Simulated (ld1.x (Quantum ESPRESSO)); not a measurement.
## hydrogen: PAW pseudisation with PBE, non-relativistic reference atom.

ld1.x (Quantum ESPRESSO) 7.5 was run on this input:

```
&input
   title='H', zed=1., rel=0, dft='PBE', iswitch=3,
   config='1s1 2p-2',
   nld=2, rlderiv=0.90, eminld=-2.0, emaxld=5.0, deld=0.02
 /
 &inputp
   pseudotype=3, lpaw=.true., tm=.true., lloc=-1, rcloc=0.80,
   nlcc=.false.,
   which_augfun='BESSEL', rmatch_augfun=0.60,
   file_pseudopw='H.UPF', file_wfcaegen='ae.wfc', file_wfcncgen='nc.wfc', file_beta='beta', file_chi='chi', file_wfcusgen='us.wfc'
 /
4
1S  1  0   1.00   0.00  0.65  0.80  0.0
1S  1  0   0.00   3.00  0.65  0.80  0.0
2P  2  1  -2.00   0.15  0.75  0.80  0.0
2P  2  1  -2.00   2.65  0.75  0.80  0.0
 &test
   configts(1)='1s1'
 /
```

Command:

```bash
ld1.x < H.in > H.out
```

Resulting log (shortened: banner, matrices, multipoles, cross overlaps and the repeated all-electron block are left out):

```
Program LD1 v.7.5
     --------------------------- All-electron run ----------------------------

     H

     atomic number is  1.00
     dft =PBE   lsd =0 sic =0 latt =0  beta=0.20 tr2=1.0E-14
     Exchange-correlation= PBE
                           (   1   4   3   4   0   0   0)
     mesh = 929 r(mesh) =  99.48432 a.u. xmin = -7.00 dx = 0.01250
     1 Ry =  13.60569312 eV

     n l     nl                  e(Ry)          e(Ha)          e(eV)
     1 0     1S 1( 1.00)        -0.4772        -0.2386        -6.4927

     final scf error:  5.2E-15 reached in  20 iterations

     Etot =      -0.917874 Ry,      -0.458937 Ha,     -12.488311 eV

     Ekin =       0.894488 Ry,       0.447244 Ha,      12.170134 eV
     Encl =      -1.889246 Ry,      -0.944623 Ha,     -25.704507 eV
     Eh   =       0.579617 Ry,       0.289809 Ha,       7.886098 eV
     Exc  =      -0.502733 Ry,      -0.251367 Ha,      -6.840036 eV

     normalization and overlap integrals

     s(1S/1S) =  1.000000  <r> =   1.6358  <r2> =    3.6635  r(max) =   1.0253

     ------------------------ End of All-electron run ------------------------

     --------------------- Generating PAW atomic setup --------------------

      Generating local potential from pseudized AE potential:
      Matching radius rcloc =   0.8000

      Local pseudo, rcloc= 0.799 Estimated cut-off energy=    35.80 Ry

      Computing core charge for PAW:
      Integrated core pseudo-charge :   0.00
      Wfc-us  1S rcutus= 0.799  Estimated cut-off energy=    68.33 Ry
      Wfc-us  1S rcutus= 0.799  Estimated cut-off energy=    78.01 Ry
      Wfc-us  2P rcutus= 0.799  Estimated cut-off energy=   106.56 Ry
      Wfc-us  2P rcutus= 0.799  Estimated cut-off energy=   109.09 Ry

     Required augmentation: BESSEL   radius:    0.600000
     Suggested rho cutoff for augmentation: 148.11 Ry

     Estimated PAW energy =   -0.917874 Ryd

     ------------------- End of pseudopotential generation -------------------

     Computing logarithmic derivative in   0.89922
     Computing logarithmic derivative in   0.89922
     Computing the partial wave expansion
     R is outside the sphere for l=    0 j= 0.00
     R is outside the sphere for l=    0 j= 0.00
     R is outside the sphere for l=    1 j= 0.00
     R is outside the sphere for l=    1 j= 0.00

     ---------------------- Testing the pseudopotential ----------------------

     H

     atomic number is  1.00   valence charge is  1.00
     dft = SLA  PW   PBX  PBC   lsd =0 sic =0 latt =0  beta=0.20 tr2=1.0E-14
     mesh = 929 r(mesh) =  99.48432 xmin = -7.00 dx = 0.01250

     n l     nl             e AE (Ry)        e PS (Ry)    De AE-PS (Ry)
     1 0     1S   1( 1.00)       -0.47720       -0.47720       -0.00000

     eps = 7.9E-16  iter =  1

     Etot =      -0.917874 Ry,      -0.458937 Ha,     -12.488311 eV
     Etotps =    -0.917874 Ry,      -0.458937 Ha,     -12.488311 eV

     Ekin =       0.894489 Ry,       0.447245 Ha,      12.170143 eV
     Encl =      -1.889247 Ry,      -0.944624 Ha,     -25.704516 eV
     Ehrt =       0.579617 Ry,       0.289809 Ha,       7.886098 eV
     Ecxc =      -0.502733 Ry,      -0.251367 Ha,      -6.840035 eV

     ---------------------- End of pseudopotential test ----------------------
```

Generation and configuration tests took about 0.43 s on one core of a shared server CPU.
